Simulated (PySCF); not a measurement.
# Vertical excitation energies

C₄H₈F₂O.
Structure used (PBE0-D3(BJ)/def2-SVP), in Å, numbered top down from 1:
```xyz
15
C4H8F2O angstrom
C      2.0167   -0.2350    0.0262
O      0.7506   -0.7722    0.3294
C     -0.3501   -0.1697   -0.2429
C     -1.5618   -0.9960    0.1015
F     -0.2060   -0.1675   -1.6217
C     -0.4788    1.2877    0.1877
F     -1.6778    1.8036   -0.2186
H      2.7586   -0.9916    0.3138
H      2.1191   -0.0303   -1.0510
H      2.2310    0.6878    0.5946
H     -2.4556   -0.5509   -0.3518
H     -1.6892   -1.0458    1.1912
H     -1.4106   -2.0118   -0.2864
H     -0.4101    1.3418    1.2870
H      0.3324    1.8840   -0.2601
```

Level of theory: TDDFT CAM-B3LYP/def2-SVPD, vertical, gas phase, core orbitals frozen in the response (PySCF).

List the vertical singlet excitations with oscillator strengths and describe the spectrum.

```
state  E (eV)  ν̃ (cm⁻¹)       f  main configurations (H = HOMO, L = LUMO)
   S1    7.98      64370  0.0036                                 H→L (89%)
   S2    8.58      69230  0.0056      H→L+2 (47%), H→L+1 (19%), H→L+3 (8%)
   S3    8.72      70320   0.028                  H→L+1 (62%), H→L+2 (18%)
   S4    9.10      73410  0.0032                  H-1→L (70%), H→L+3 (10%)
   S5    9.21      74260   0.017     H→L+3 (54%), H→L+2 (17%), H-1→L (11%)
   S6    9.48      76440   0.017                   H→L+5 (63%), H→L+3 (8%)
```

The lowest singlet comes at 155 nm (770 kJ/mol) in the vacuum ultraviolet; it is very weak; its leading configuration is HOMO→LUMO (89%). The strongest level in the table is S3 at 8.72 eV (142 nm, f = 0.028). Löwdin shares by element: HOMO oxygen 49%, carbon 27% or more (atoms not listed hold the other 24%); LUMO carbon 34% or more, hydrogen 18% or more (atoms not listed hold the other 48%). The oscillator strengths of these states sum to 0.075; summed over the whole spectrum of an exact calculation they would give the number of electrons, 58 (Thomas–Reiche–Kuhn). The listed states span 1.50 eV, and the widest gap between neighbours is 0.60 eV (S1 to S2). Orbital energies (eV): HOMO-3 -11.92, HOMO-2 -11.63, HOMO-1 -10.83, HOMO -9.79, LUMO 1.19, LUMO+1 1.73, LUMO+2 2.08. The window holds the lowest 6 singlets.

One conformer stands for the species.
